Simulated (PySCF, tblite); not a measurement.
Isomers of C7H11PSSi, one GFN2-xTB conformer each. Single-point energies are computed at PBE0/pcSseg-1 (PySCF, gas phase, no added dispersion term), electronic only.

Problem. Rank them by PBE0/pcSseg-1 energy, lowest first (kcal/mol).
A. `[CH2:1]=[CH:2][C:3]1=[CH:4][C:5]([CH3:6])=[C:7]([SiH3:8])[P@@H:9]1=[S:10]` with C1–C2–C3–C4 -177°
B. `[CH2:1]=[CH:2][C:3]1=[CH:4][P@@:5]([CH3:6])(=[S:7])[CH:8]=[C:9]1[SiH3:10]` with C1–C2–C3–C4 -145°

Solution. A (0.0), B (2.0).

Neighbours under 2.5 kcal/mol apart (C=CC1=CC(C)=C([SiH3])[P@@H]1=S and C=CC1=C[P@@](C)(=S)C=C1[SiH3]) can change places with a better method, another conformer or zero-point energy. GFN2-xTB itself gives, in the same order: 0.0, 10.5. Both levels put the same isomer lowest.

Problem. Which frontier levels, dipoles and rotational constants go with these structures?

Solution. 
```
                        SMILES  HOMO (eV, PBE0/pcSseg-1)  LUMO (eV)  dipole (D)       A, B, C (MHz)
C=CC1=CC(C)=C([SiH3])[P@@H]1=S                     -6.53      -2.45        4.72  1179, 703.0, 474.9
 C=CC1=C[P@@](C)(=S)C=C1[SiH3]                     -6.35      -2.44        4.62  1418, 525.7, 469.8
```

Problem. What happens when harmonic zero-point energies from GFN2-xTB frequencies are added?

Solution. 
```csv
SMILES,ZPE (kcal/mol),electronic (kcal/mol),with ZPE (kcal/mol)
C=CC1=CC(C)=C([SiH3])[P@@H]1=S,93.0,0.0,0.0
C=CC1=C[P@@](C)(=S)C=C1[SiH3],93.4,2.0,2.4
```

The zero-point energies span 0.4 kcal/mol. The order is unchanged.

Problem. As an exercise, what shares would exp(−E/RT) give at 500 K from these electronic energies alone (no entropy, no degeneracies)?

Solution. RT = 0.994 kcal/mol: C=CC1=CC(C)=C([SiH3])[P@@H]1=S 88.6 %, C=CC1=C[P@@](C)(=S)C=C1[SiH3] 11.4 %.
